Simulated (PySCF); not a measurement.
Be(SMe)(GeH3) (CH6BeGeS), SMILES C[S][Be][GeH3].

Coordinates come from a B3LYP-D3(BJ)/def2-SVP optimisation. The structure was generated by enumeration; whether it is a known compound was not checked. Other conformers were not sampled.

Level of theory: PBE/def2-TZVP run with PySCF.

The molecule is in vacuum.

Computed frontier levels, gap, dipole moment and polarisability:
- highest occupied level: -6.09 eV
- lowest empty level: -2.30 eV
- orbital gap: 3.78 eV
- dipole moment: 1.85 D
- quadrupole, principal values (traceless, Buckingham form, about the centre of nuclear charge): -7.71, -0.47, 8.17 D·Å
- mean static polarisability: 86.9 bohr³ (12.88 Å³)
- polarisability, principal values: 70.0, 77.5, 113.2 bohr³
